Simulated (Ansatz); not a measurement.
Wavefunction ladder for Al2F2H4, SMILES `[F+]1[AlH2-][F+][AlH2-]1`

```xyz
8

F     0.8162   -0.0133    0.8512
Al    1.0092   -0.0018   -0.9677
F    -0.8162    0.0143   -0.8512
Al   -1.0092    0.0019    0.9677
H     1.5204    1.4095   -1.4350
H     1.4939   -1.4156   -1.4555
H    -1.5196   -1.4101    1.4341
H    -1.4948    1.4151    1.4564
```

Total charge 0; spin multiplicity 1. All single points use the PBE0-D4/def2-TZVP geometry. Frozen core, restricted reference, the Gaussian-basis code of Ansatz. CBS rows extrapolate triple and quadruple zeta; past MP2 they add the triple-zeta difference.

| basis | HF (Eh) | MP2 corr. | CCSD corr. | (T) | CCSD(T) total |
| --- | --- | --- | --- | --- | --- |
| def2-SVP | ? | ? | ? | -0.00742 | ? |
| def2-TZVPP | -685.34006 | ? | -0.70988 | -0.01785 | ? |
| def2-QZVPP | -685.36651 | -0.74279 | – | – | – |
| CBS(def2) | -685.37016 | -0.78917 | -0.81887 | as TZ | -686.20688 |

(1) Fill in the withheld values. (Estimate.)

Answers

(1) The calculation gave: def2-SVP HF (Eh): -684.92054; def2-SVP MP2 corr.: -0.51707; def2-SVP CCSD corr.: -0.55031; def2-SVP CCSD(T) total: -685.47827; def2-TZVPP MP2 corr.: -0.68018; def2-TZVPP CCSD(T) total: -686.06779.
